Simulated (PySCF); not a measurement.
Two species compared at the same levels of theory.

First species: C4H6ClNO.
SMILES: `C(/Cl)=C/C(=O)NC`

Second species: 1-butylpyrrolidine, C8H17N.
SMILES: `C(CN1CCCC1)CC`

Levels: PBE0/pcSseg-1 for HOMO energy, LUMO energy and HOMO–LUMO gap. Geometries: GFN2-xTB. All species are isolated and taken at one optimised geometry, non-relativistic unless stated; the electronic structure was computed with PySCF and density fitting.

The conformers computed, where there is a choice (atom-mapped SMILES and torsion angles):
- `[CH3:1][NH:2][C:3](=[O:4])/[CH:5]=[CH:6]\[Cl:7]`: C1–N2–C3–O4 1°, N2–C3–C5–C6 -5°

The conformers of `CCCCN1CCCC1` aren't listed.

```json
{"property": "HOMO energy", "column X": "-6.07 eV", "column Y": "-7.40 eV"}
{"property": "LUMO energy", "column X": "1.45 eV", "column Y": "-1.37 eV"}
{"property": "HOMO–LUMO gap", "column X": "7.52 eV", "column Y": "6.03 eV"}
```

Question: Which column belongs to which species?

Answer: Column X is the second species and column Y the first. The first has 13 atoms and 62 electrons, the second 26 and 72.

Question: How does each property change from the first species to the second?

Answer: HOMO energy +1.33 eV; LUMO energy +2.82 eV; HOMO–LUMO gap +1.49 eV.

